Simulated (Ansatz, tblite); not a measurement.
Forces on the cluster Se₆⁺ at its PBE0-D4/def2-SVP geometry. Total charge 1; doublet.

The xTB rows come from tblite. Another isomer (doublet) lies 0.04 eV lower at PBE0-D4/def2-SVP; other spin states weren't run for this one.

GFN1-xTB (tblite), largest force 0.81 eV/Å:

```xyz
6
positions Å, forces eV/Å
Se   -1.329    1.244   -1.240    0.414   -0.691    0.017
Se    2.043    0.763    0.298   -0.431   -0.573   -0.370
Se   -0.930   -0.989    1.734    0.312   -0.127   -0.730
Se    1.330   -1.243    1.238   -0.414    0.691   -0.015
Se    0.931    0.985   -1.734   -0.316    0.134    0.730
Se   -2.046   -0.760   -0.296    0.435    0.566    0.368
```

GFN2-xTB (tblite), largest force 0.23 eV/Å:

```
Se -0.131 0.174 -0.061
Se 0.169 0.129 0.075
Se -0.097 -0.024 0.204
Se 0.132 -0.173 0.061
Se 0.095 0.026 -0.203
Se -0.168 -0.132 -0.076
```

PBE-D4/def2-SVP (Ansatz), largest force 0.48 eV/Å:

```
Se -0.280 0.363 -0.141
Se 0.365 0.269 0.153
Se -0.205 -0.065 0.429
Se 0.282 -0.361 0.141
Se 0.204 0.065 -0.428
Se -0.366 -0.270 -0.153
```
